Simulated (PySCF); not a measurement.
H10Si5, charge -1, doublet, at a GFN2-xTB geometry (a state made from the parent by changing its charge; the spin is typed, not shown lowest) (in this run its highest filled SCF level lies above zero, so its values depend strongly on the basis, on diffuse functions most of all). Base run: DF-B3LYP/pcseg-1 (PySCF).

PySCF was given this input:
```python
from pyscf import gto, scf, dft

mol = gto.Mole()
mol.atom = '''
    Si    0.95754715    1.34339082    1.09853405
    Si    1.79918819   -0.67510847    0.37619988
    Si    0.23339394   -1.65177294   -0.99528035
    Si   -1.65561408   -0.34099255   -0.98845436
    Si   -1.33965070    1.36082810    0.53090053
    H     0.88350021    1.29925864    2.60848582
    H     2.15431530    2.28843441    1.11151679
    H     2.32152697   -1.68543339    1.33702343
    H     3.05469619   -0.46060123   -0.39061996
    H    -0.05401588   -3.05462723   -0.61303891
    H     0.75209162   -1.88578642   -2.36382099
    H    -2.82429245   -1.17000945   -0.59190902
    H    -2.07472770   -0.06121157   -2.38946918
    H    -1.44463035    2.67196513   -0.21561395
    H    -2.69656681    1.54918175    1.20084944
'''
mol.basis = 'pcseg-1'
mol.charge = -1
mol.spin = 1
mol.verbose = 4
mol.build()

mf = dft.UKS(mol)
mf.xc = 'b3lyp'
mf = mf.density_fit(auxbasis='def2-universal-jkfit')
mf.kernel()
mf.analyze()
```

The base run was repeated with changes; each row names its change, and settings that it needs were set with it.

```
change                 basis functions       E (Eh)  HOMO (eV)  core-seconds (rough)
---------------------  ---------------  -----------  ---------  --------------------
base                               140  -1453.51855       0.67                    40
basis = STO-3G                      55  -1436.57620       6.71                    20
basis = LANL2DZ                     60    -25.38150       1.29                    20
basis = 6-31G                       85  -1453.33761       1.20                    20
basis = 6-31G*                     110  -1453.46393       0.93                    30
basis = def2-SV(P)                 110  -1453.08817       0.74                    30
basis = 6-31+G*                    130  -1453.47680       0.62                    30
basis = 6-31G**                    140  -1453.47427       0.94                    40
basis = def2-SVP                   140  -1453.10438       0.76                    40
basis = 6-311G**                   190  -1453.60857       0.57                    60
basis = def2-SVPD                  200  -1453.12066       0.52                    60
basis = aug-cc-pVDZ                225  -1453.56358       0.47                    80
basis = 6-311+G(2d,p)              235  -1453.62276       0.43                    70
```

Totals compare only among sets that treat the same electrons; sets with core potentials leave the core out.

Open shells are given as the SCF converged; they aren't shown to be the lowest states, and a large step between rows can be another state.
